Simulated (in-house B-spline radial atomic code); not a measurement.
Orbital energies and mean radii along the 49-electron series, configuration [Kr] 4d10 4f1 5s2. The effective charge is n√(-2ε), a non-relativistic measure. Computed with a B-spline radial code for spherical atoms: non-relativistic Hartree-Fock, average of the configuration, point nuclei.

This level leaves out relativity, spin-orbit splitting included, which matters for heavy ions.

| ion | Z | energy of 3p (Eh) | mean radius of 3p (bohr) | energy of 4f (Eh) | mean radius of 4f (bohr) | effective charge of 3p |
| --- | --- | --- | --- | --- | --- | --- |
| Nd11+ | 60 | -55.685 | 0.27039 | -7.2363 | 0.75347 | 31.66 |
| Pm12+ | 61 | -59.178 | 0.26481 | -8.4399 | 0.71115 | 32.638 |
| Sm13+ | 62 | -62.789 | 0.25944 | -9.7138 | 0.67468 | 33.619 |
